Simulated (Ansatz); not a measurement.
Mulliken charges of CH$_{6}$FGaSi, SMILES `F[CH2][GaH][SiH3]` from r2SCAN/def2-TZVPP in Ansatz (PBE0-D4/def2-TZVP geometry).

```json
{"atom": "F1", "x (Å)": "-1.034", "y (Å)": "2.329", "z (Å)": "-1.706", "charge (e)": "-0.246"}
{"atom": "C2", "x (Å)": "-1.118", "y (Å)": "1.286", "z (Å)": "-0.791", "charge (e)": "0.026"}
{"atom": "Ga3", "x (Å)": "0.625", "y (Å)": "0.366", "z (Å)": "-0.497", "charge (e)": "0.265"}
{"atom": "Si4", "x (Å)": "0.740", "y (Å)": "-1.480", "z (Å)": "1.062", "charge (e)": "0.067"}
{"atom": "H5", "x (Å)": "-1.501", "y (Å)": "1.691", "z (Å)": "0.153", "charge (e)": "0.059"}
{"atom": "H6", "x (Å)": "-1.870", "y (Å)": "0.574", "z (Å)": "-1.154", "charge (e)": "0.059"}
{"atom": "H7", "x (Å)": "1.891", "y (Å)": "0.859", "z (Å)": "-1.283", "charge (e)": "-0.056"}
{"atom": "H8", "x (Å)": "1.700", "y (Å)": "-1.170", "z (Å)": "2.159", "charge (e)": "-0.056"}
{"atom": "H9", "x (Å)": "1.225", "y (Å)": "-2.711", "z (Å)": "0.375", "charge (e)": "-0.056"}
{"atom": "H10", "x (Å)": "-0.576", "y (Å)": "-1.795", "z (Å)": "1.685", "charge (e)": "-0.060"}
```

Question: By hand: the dipole of these point charges (1 e Å = 4.8032 D).

Answer: Σ q r = (0.006, -0.131, 0.108) e Å, of length 0.170 e Å = 0.82 D.

Question: How does the dipole of the full density compare? (An estimate is asked.)

Answer: The calculation gave: (-0.070, -0.194, 0.185) e Å, 1.33 D; the point charges give 0.62 times that, at 17° from its direction.

Point charges leave out the atoms' own dipoles, such as those of lone pairs, and Mulliken's split depends on the basis, so the two needn't agree.
